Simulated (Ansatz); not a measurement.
Ansatz (an electronic-structure program) job for AlF2H4NO2Si, SMILES [OH][Al]([NH][SiH](F)F)[OH], PBE-D3(BJ)/def2-SVP. 

Ansatz 0.2 input:
```yaml
crystal:
  periodic: [false, false, false]
  atoms:
    - {symbol: Si, position_ang: [-0.21904222, -1.49497558, -0.00000000]}
    - {symbol: F, position_ang: [0.18561879, -2.41122172, 1.27505608]}
    - {symbol: F, position_ang: [0.18561878, -2.41122172, -1.27505608]}
    - {symbol: N, position_ang: [0.65148622, -0.02694723, 0.00000000]}
    - {symbol: Al, position_ang: [0.02581153, 1.65292054, 0.00000000]}
    - {symbol: O, position_ang: [1.03182576, 3.01665024, -0.00000000]}
    - {symbol: O, position_ang: [-1.65951318, 1.82152926, 0.00000000]}
    - {symbol: H, position_ang: [-1.66996145, -1.26307677, 0.00000000]}
    - {symbol: H, position_ang: [1.66516976, -0.14237109, -0.00000000]}
    - {symbol: H, position_ang: [1.98934730, 3.07539947, -0.00000001]}
    - {symbol: H, position_ang: [-2.13355697, 2.65692504, 0.00000000]}
basis:
  gaussian:
    orbitals: def2-SVP
hamiltonian:
  xc: pbe
  dispersion: d3bj
relax: {f_tol: 0.002, max_steps: 200}
```

Log of the run:

```
WARN ansatz: RAYON_NUM_THREADS=1 ignored (pool sized by the plan → 1); use --threads N
Functional definition: PBE
integrals: 0.07 GiB planned
1375 factors; their error is unknown
mean field: 0.37 GiB planned
mean field evaluation 1: about -25511.8137 eV, gradient 1.1e2 eV
mean field evaluation 2: about -25444.1928 eV, gradient 2.0e2 eV
mean field evaluation 4: about -25532.7602 eV, gradient 1.8e1 eV
mean field evaluation 8: about -25533.3293 eV, gradient 3.1e-1 eV
mean field evaluation 16: about -25533.2459 eV, gradient 1.5e-4 eV
mean field -25533.24588052 eV, -938.3294790533 hartree, gradient 7.2e-5 eV, S^2 0.000000; 0 other end points of the search recorded, 0 dependent functions left out
the calculation of the forces begins
reference -25533.24592174 eV, -938.3294805682 hartree; 36, 36 occupied and 90, 90 virtual orbitals, 1375 factors
relax step   1: F+E_penalty+E_count = -25533.46705316 eV  Δ(F+E_penalty+E_count) = +0.000e0 eV  max|allowed force component| = 3.803e-1 eV/Å  Δτ_max = 0.0000 Å  (30 SCF iters, accepted)
these checks for a lower state are left out or cut short: starts, cluster_reference, orbital_swaps, neighbouring_geometries, increment
integrals: 0.07 GiB planned
1375 factors; their error is unknown
mean field: 0.37 GiB planned
mean field -25533.26057687 eV, -938.3300191343 hartree, gradient 1.4e-5 eV, S^2 0.000000; 0 other end points of the search recorded, 0 dependent functions left out
the calculation of the forces begins
reference -25533.26061817 eV, -938.3300206521 hartree; 36, 36 occupied and 90, 90 virtual orbitals, 1375 factors
relax step   2: F+E_penalty+E_count = -25533.48110088 eV  Δ(F+E_penalty+E_count) = -1.405e-2 eV  max|allowed force component| = 1.969e-1 eV/Å  Δτ_max = 0.0115 Å  (31 SCF iters, accepted)
these checks for a lower state are left out or cut short: starts, cluster_reference, orbital_swaps, neighbouring_geometries, increment
integrals: 0.07 GiB planned
1375 factors; their error is unknown
mean field: 0.37 GiB planned
mean field evaluation 32: about -25533.2657 eV, gradient 5.7e-4 eV
mean field -25533.26567941 eV, -938.3302066492 hartree, gradient 1.4e-5 eV, S^2 0.000000; 0 other end points of the search recorded, 0 dependent functions left out
the calculation of the forces begins
reference -25533.26572074 eV, -938.3302081682 hartree; 36, 36 occupied and 90, 90 virtual orbitals, 1375 factors
relax step   3: F+E_penalty+E_count = -25533.48568489 eV  Δ(F+E_penalty+E_count) = -4.584e-3 eV  max|allowed force component| = 6.660e-2 eV/Å  Δτ_max = 0.0122 Å  (32 SCF iters, accepted)
these checks for a lower state are left out or cut short: starts, cluster_reference, orbital_swaps, neighbouring_geometries, increment
integrals: 0.07 GiB planned
1375 factors; their error is unknown
mean field: 0.37 GiB planned
mean field -25533.26630983 eV, -938.3302298166 hartree, gradient 1.4e-5 eV, S^2 0.000000; 0 other end points of the search recorded, 0 dependent functions left out
the calculation of the forces begins
reference -25533.26635115 eV, -938.3302313354 hartree; 36, 36 occupied and 90, 90 virtual orbitals, 1375 factors
relax step   4: F+E_penalty+E_count = -25533.48638783 eV  Δ(F+E_penalty+E_count) = -7.029e-4 eV  max|allowed force component| = 5.001e-2 eV/Å  Δτ_max = 0.0046 Å  (32 SCF iters, accepted)
these checks for a lower state are left out or cut short: starts, cluster_reference, orbital_swaps, neighbouring_geometries, increment
integrals: 0.07 GiB planned
1375 factors; their error is unknown
mean field: 0.37 GiB planned
mean field -25533.26746812 eV, -938.3302723832 hartree, gradient 1.2e-5 eV, S^2 0.000000; 0 other end points of the search recorded, 0 dependent functions left out
the calculation of the forces begins
reference -25533.26750942 eV, -938.3302739009 hartree; 36, 36 occupied and 90, 90 virtual orbitals, 1375 factors
relax step   5: F+E_penalty+E_count = -25533.48798178 eV  Δ(F+E_penalty+E_count) = -1.594e-3 eV  max|allowed force component| = 3.491e-2 eV/Å  Δτ_max = 0.0178 Å  (31 SCF iters, accepted)
these checks for a lower state are left out or cut short: starts, cluster_reference, orbital_swaps, neighbouring_geometries, increment
integrals: 0.07 GiB planned
1375 factors; their error is unknown
mean field: 0.37 GiB planned
mean field -25533.26763280 eV, -938.3302784351 hartree, gradient 1.4e-5 eV, S^2 0.000000; 0 other end points of the search recorded, 0 dependent functions left out
the calculation of the forces begins
reference -25533.26767406 eV, -938.3302799513 hartree; 36, 36 occupied and 90, 90 virtual orbitals, 1375 factors
relax step   6: F+E_penalty+E_count = -25533.48818943 eV  Δ(F+E_penalty+E_count) = -2.076e-4 eV  max|allowed force component| = 3.254e-2 eV/Å  Δτ_max = 0.0224 Å  (31 SCF iters, accepted)
these checks for a lower state are left out or cut short: starts, cluster_reference, orbital_swaps, neighbouring_geometries, increment
integrals: 0.07 GiB planned
1375 factors; their error is unknown
mean field: 0.37 GiB planned
mean field evaluation 64: about -25533.2677 eV, gradient 1.4e-5 eV
mean field -25533.26768349 eV, -938.3302802977 hartree, gradient 1.4e-5 eV, S^2 0.000000; 0 other end points of the search recorded, 0 dependent functions left out
the calculation of the forces begins
reference -25533.26772476 eV, -938.3302818146 hartree; 36, 36 occupied and 90, 90 virtual orbitals, 1375 factors
relax step   7: F+E_penalty+E_count = -25533.48823840 eV  Δ(F+E_penalty+E_count) = -4.897e-5 eV  max|allowed force component| = 1.296e-2 eV/Å  Δτ_max = 0.0034 Å  (25 SCF iters, accepted)
these checks for a lower state are left out or cut short: starts, cluster_reference, orbital_swaps, neighbouring_geometries, increment
integrals: 0.07 GiB planned
1375 factors; their error is unknown
mean field: 0.37 GiB planned
mean field -25533.26771045 eV, -938.3302812886 hartree, gradient 2.0e-5 eV, S^2 0.000000; 0 other end points of the search recorded, 0 dependent functions left out
the calculation of the forces begins
reference -25533.26775173 eV, -938.3302828055 hartree; 36, 36 occupied and 90, 90 virtual orbitals, 1375 factors
relax step   8: F+E_penalty+E_count = -25533.48826107 eV  Δ(F+E_penalty+E_count) = -2.267e-5 eV  max|allowed force component| = 2.766e-3 eV/Å  Δτ_max = 0.0015 Å  (24 SCF iters, accepted)
these checks for a lower state are left out or cut short: starts, cluster_reference, orbital_swaps, neighbouring_geometries, increment
integrals: 0.07 GiB planned
1375 factors; their error is unknown
mean field: 0.37 GiB planned
mean field -25533.26770855 eV, -938.3302812186 hartree, gradient 2.2e-5 eV, S^2 0.000000; 0 other end points of the search recorded, 0 dependent functions left out
the calculation of the forces begins
reference -25533.26774982 eV, -938.3302827355 hartree; 36, 36 occupied and 90, 90 virtual orbitals, 1375 factors
relax step   9: F+E_penalty+E_count = -25533.48826129 eV  Δ(F+E_penalty+E_count) = -2.243e-7 eV  max|allowed force component| = 8.555e-4 eV/Å  Δτ_max = 0.0004 Å  (20 SCF iters, accepted)
integrals: 0.07 GiB planned
1375 factors; their error is unknown
mean field: 0.37 GiB planned
mean field evaluation 96: about -25533.2677 eV, gradient 1.6e-4 eV
mean field -25533.26770855 eV, -938.3302812186 hartree, gradient 2.2e-5 eV, S^2 0.000000; 1 other end points of the search recorded, 0 dependent functions left out
the calculation of the forces begins
reference -25533.26774982 eV, -938.3302827355 hartree; 36, 36 occupied and 90, 90 virtual orbitals, 1375 factors
Total energy: -25533.48830257 eV, -938.3383878995 hartree
Atom 0 at    -0.216694    -1.499032     0.000000 Å, force    -0.000767    -0.000041     0.000000 eV/Å
Atom 1 at     0.180729    -2.425386     1.284703 Å, force     0.000371     0.000043    -0.000034 eV/Å
Atom 2 at     0.180729    -2.425386    -1.284703 Å, force     0.000371     0.000043     0.000034 eV/Å
Atom 3 at     0.669981    -0.028361    -0.000000 Å, force     0.000279    -0.000856    -0.000000 eV/Å
Atom 4 at     0.024064     1.655375    -0.000000 Å, force    -0.000240     0.000169    -0.000000 eV/Å
Atom 5 at     1.013875     3.049986    -0.000000 Å, force     0.000039     0.000230     0.000000 eV/Å
Atom 6 at    -1.677924     1.803969     0.000000 Å, force     0.000068     0.000192     0.000000 eV/Å
Atom 7 at    -1.677664    -1.239689    -0.000000 Å, force    -0.000004     0.000325    -0.000000 eV/Å
Atom 8 at     1.690122    -0.146536    -0.000000 Å, force    -0.000069     0.000100    -0.000000 eV/Å
Atom 9 at     1.981905     3.060389    -0.000000 Å, force     0.000036    -0.000082     0.000000 eV/Å
Atom 10 at    -2.116319     2.668283     0.000000 Å, force    -0.000084    -0.000123    -0.000000 eV/Å
Dipole moment:     0.316555     0.625533    -0.000000 e Å
```

Self-consistency was reached.
